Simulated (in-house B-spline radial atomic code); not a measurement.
# Correlation energy from the adiabatic connection: −Z/r, Z = 3, wall at 0.7 bohr

Two electrons in a singlet, external potential −Z/r, Z = 3, wall at 0.7 bohr (atomic units). Full CI in B-splines (partial waves to l = 8, correlation up to 0.6 % small) with the density held fixed gives W(λ) = <V_ee>_λ − U, and E_c is the integral of W(λ) − W(0) from 0 to 1.

```csv
λ,W(λ) − W(0) (hartree)
0,0.00000
0.02,-0.00194
0.05,-0.00483
0.12,-0.01153
0.25,-0.02376
0.4,-0.03756
0.6,-0.05544
0.8,-0.07276
1,-0.08955
```

(1) Integrate the table by the trapezoid rule.

(2) Now use only three numbers: W(0) = -2.9562, the initial slope W'(0) = -0.09699 (extrapolated from the first points) and the strong-coupling limit of the point-charge-plus-continuum model, W∞ = -3.4562. What do second-order theory and the interpolation W(λ) = W∞ + (W(0) − W∞)/√(1 + 2χλ) of Seidl, Perdew and Levy give?

Answers

(1) The strips give -0.00002, -0.00010, -0.00057, -0.00229, -0.00460, -0.00930, -0.01282, -0.01623, which sum to -0.04594 hartree. The direct value, W(1) − W(0) + T_c with T_c = 0.04356, is -0.04598; the curve is convex, so chords lie above it and the trapezoids fall short in size by 0.10 %.

(2) Second order keeps the slope alone: E_c = W'(0)/2 = -0.04850, +5 % in size against -0.04598. Matching the slope fixes χ = W'(0)/(W∞ − W(0)) = -0.09699/(-0.50000) = 0.19398. Integrating, with s = √(1 + 2χ) = 1.178117, E_c = −(W(0) − W∞)(s − 1)/(s + 1) = −0.50000 × 0.178117/2.178117 = -0.04089 hartree, -11.1 % in size against the full result. At λ = 1 the formula gives W − W(0) = -0.07559 against -0.08955. Part of the miss can come from the model's W∞, which here lies above the computed W at λ = 10, -3.47523.
